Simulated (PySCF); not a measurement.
A structure optimised at PBE-D3(BJ)/def2-SVP, used in a PySCF frequency run:

```xyz
11

C      2.0433     0.3271    -0.2286
Ge     0.2346     0.0577     0.4566
C     -1.3019     0.9396    -0.3240
C     -1.5899    -0.2622    -0.9029
O     -0.6949    -1.2480    -0.6005
H      2.5168     1.1891     0.2824
H      1.9983     0.5294    -1.3151
H      2.6597    -0.5742    -0.0432
H      0.2226    -0.3845     1.9473
H     -1.8277     1.8984    -0.3753
H     -2.4269    -0.5474    -1.5706
```
Charge 0, spin multiplicity 1.

Question: Write its SMILES and formula.

Answer: [CH3][Ge@H]1[CH]=C[O]1, C3H6GeO

Question: What are its rotational constants (standard atomic weights)?

Answer: 7.0600, 2.8154, 2.5630 GHz
